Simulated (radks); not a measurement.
Effect of the nuclear size on the iron ion Fe2+, [Ar] 3d6. Method: Dirac Kohn-Sham, PBE, spin-unpolarised, spherical densities, finite nucleus; open shells are shared between the two j in proportion to 2j + 1; Fermi nuclear charge, rms radius 3.7377 fm; computed with a radial shooting solver on a logarithmic mesh with Libxc functionals. The rms radius is varied about that value; shifts are against it.

| rms radius (fm) | total energy shift (eV) | density at nucleus (e/bohr^3) | 1s1/2 shift (meV) | 2s1/2 shift (meV) | 3s1/2 shift (meV) |
|---|---|---|---|---|---|
| 3.1696 | -0.0312 | 1.52e+04 | -13.2 | -1.20 | -0.176 |
| 3.6218 | -0.00675 | 1.511e+04 | -2.87 | -0.260 | -0.038 |
| 3.7377 | 0 | 1.509e+04 | 0.000 | 0.000 | 0.000 |
| 3.861 | 0.00741 | 1.507e+04 | 3.15 | 0.285 | 0.042 |
| 4.4217 | 0.0440 | 1.498e+04 | 18.7 | 1.69 | 0.248 |

Slopes of the eigenvalues against <r^2> in GHz/fm^2, as finite differences over the two radii next to the reference (eigenvalue slopes, not the field-shift constants of lines): 1s1/2 812, 2s1/2 73.7, 3s1/2 10.8.
